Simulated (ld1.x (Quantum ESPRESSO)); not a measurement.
## tungsten, ultrasoft: configuration errors across variants

| Quantity | Value |
| --- | --- |
| Element | W |
| Generator | ld1.x (Quantum ESPRESSO) 7.5 |
| Type | ultrasoft |
| Functional | LDA (PZ) |
| Relativity | fully relativistic |
| Frozen core | [Kr] 4d10 4f14 |
| Valence charge | 14 |
| Reference configuration | 5s2 5p6 5d4 6s2 6p0 |
| Partial waves | 5s (bound): rcut 1.65, rcutus 1.95 bohr; 6s (bound): rcut 1.65, rcutus 1.95 bohr; 5p (bound): rcut 1.65, rcutus 2.00 bohr; 6p (bound, empty): rcut 1.65, rcutus 2.00 bohr; 5d (bound): rcut 2.20, rcutus 2.85 bohr; 5d channel at 0.45 Ry: rcut 2.20, rcutus 2.85 bohr |
| Local potential | all-electron potential smoothed inside 2.35 bohr (lloc = -1) |
| Core correction | a·sin(br)/r model core inside 1.45 bohr |
| Augmentation charge | built from norm-conserving waves at rcut, not smoothed further |

Open shells are filled in proportion to 2j + 1 (rel_dist='average').

All-electron excitation energies from the reference (eV): (1) 5s2 5p6 5d4 6s1 6p0 9.136; (2) 5s2 5p6 5d4 6s0 6p0 25.163; (3) 5s2 5p6 5d3 6s0 6p0 50.859; (4) 5s2 5p6 5d3 6s2 6p0 9.064; (5) 5s2 5p6 5d2 6s0 6p0 88.378; (6) 5s2 5p6 5d3 6s2 6p1 4.056; (7) 5s2 5p5 5d4 6s2 6p0 49.752.

The overlap operator is not positive definite (basis up to 400 Ry) in “all radii but the core radius scaled by about 0.76 (s 1.50, p 1.52, d 2.18 bohr, rcut 1.26/1.26/1.68); local potential all-electron potential smoothed inside 1.80 bohr (lloc = -1)”. Such files are unfit for use, however small their errors in these radial tests.

6 further variants failed, have other tests or another functional or relativity, and are left out.

The file “base” misses its own reference levels by 2.6 eV. The file “wave 5d channel at 0.45 Ry: rcut 2.20, rcutus 2.85 bohr becomes 5d channel at 0.35 Ry: rcut 2.20, rcutus 2.85 bohr” misses its own reference levels by 2.6 eV. The file “core correction a·sin(br)/r model core inside 0.98 bohr” misses its own reference levels by 2.7 eV. The file “local potential all-electron potential smoothed inside 2.60 bohr (lloc = -2)” misses its own reference levels by 2.6 eV. The file “waves 5d (bound): rcut 2.20, rcutus 2.78 bohr; 5d channel at 0.45 Ry: rcut 2.20, rcutus 2.78 bohr” misses its own reference levels by 2.6 eV. The file “all radii but the core radius scaled by about 0.76 (s 1.50, p 1.52, d 2.18 bohr, rcut 1.26/1.26/1.68); local potential all-electron potential smoothed inside 1.80 bohr (lloc = -1)” misses its own reference levels by 1.6 eV.

Errors AE − PS in meV (a dash: test not solved or not reliable):

```csv
change,(1),(2),(3),(4),(5),(6),(7),bound ghosts
base,+1875,+4884,+4752,-2096,+4544,-2163,-2846,not determined
"wave 5d channel at 0.45 Ry: rcut 2.20, rcutus 2.85 bohr becomes 5d channel at 0.35 Ry: rcut 2.20, rcutus 2.85 bohr",+1880,+4902,+4863,-2050,+4715,-2120,-2836,not determined
core correction a·sin(br)/r model core inside 0.98 bohr,+1877,+4889,+4758,-2097,+4549,-2151,-2854,not determined
local potential all-electron potential smoothed inside 2.60 bohr (lloc = -2),+1894,+4924,+4792,-2074,+4590,-2155,-2778,not determined
"waves 5d (bound): rcut 2.20, rcutus 2.78 bohr; 5d channel at 0.45 Ry: rcut 2.20, rcutus 2.78 bohr",+1875,+4884,+4753,-2094,+4551,-2161,-2824,not determined
"all radii but the core radius scaled by about 0.76 (s 1.50, p 1.52, d 2.18 bohr, rcut 1.26/1.26/1.68); local potential all-electron potential smoothed inside 1.80 bohr (lloc = -1)",+1335,+3517,+3517,-1291,+3477,-713,-1744,not determined (overlap not positive)
```

(1) Give the same row for: waves 5d (bound): rcut 2.20, rcutus 3.72 bohr; 5d channel at 0.45 Ry: rcut 2.20, rcutus 3.72 bohr.

Answers

(1) +1876, +4882, +4733, -2112, +4465, -2178, -2986; bound ghosts: not determined.
